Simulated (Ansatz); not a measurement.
`FC1=[CH][InH][S]1` + H₂ → `C1=[CH][InH][S]1` + H–F at 298.15 K and 1 bar (hydrogenolysis of a C–F bond).

Computed with Ansatz on PBE0-D4/def2-TZVP structures; ΔE is electronic, products minus reactants. CCSD(T)/CBS is the MP2 limit (def2-TZVPP, def2-QZVPP) plus CCSD(T) − MP2 in def2-TZVPP, frozen cores. This one scheme is used for every species. Elements past krypton have def2 core potentials. For In outer-core shells are correlated without core-valence functions, which leaves a few kJ/mol of doubt a bond.

```
            species  CCSD(T)/CBS energy (Eh)  H − E (kJ/mol)  S (J/(mol·K))
`FC1=[CH][InH][S]1`               -764.65089            99.4          333.6
                 H₂                 -1.17544            35.1          130.4
 `C1=[CH][InH][S]1`               -665.46387           116.7          315.6
                H–F               -100.39570            33.5          173.6
```

H − E and S are ideal-gas, rigid-rotor, harmonic terms from PBE0-D4/def2-TZVP. The MP2-based limit puts H₂ 0.8 mEh under its directly extrapolated value; such offsets cancel only in part. 1 Eh = 2625.50 kJ/mol, R = 8.31446 J/(mol·K).

**Question.** By hand: ΔE, ΔH, ΔS and ΔG.

**Answer.** ΔE = (-665.46387) + (-100.39570) − (-764.65089) − (-1.17544) = -0.03324 Eh = -87.3 kJ/mol. Δ(H − E) = 116.7 + 33.5 − 99.4 − 35.1 = 15.7, so ΔH = -71.6 kJ/mol. ΔS = 315.6 + 173.6 − 333.6 − 130.4 = 25.2 J/(mol·K). ΔG = -71.6 − 298.15 × (25.2)/1000 = -79.1 kJ/mol.

**Question.** By hand: the equilibrium constant, and the temperature at which ΔG would vanish if ΔH and ΔS stayed fixed.

**Answer.** log₁₀ K = −ΔG/(RT ln 10) = 13.9. ΔH and −TΔS have one sign here, so there is no such temperature.

ΔH outweighs TΔS. A doubt of 5 kJ/mol in ΔE shifts log₁₀ K by 0.9 here. These are equilibria of isolated gas molecules and say nothing of rates. Largest T1 diagnostic: 0.016 (customary marks: 0.02 for closed shells, 0.045 for open ones).
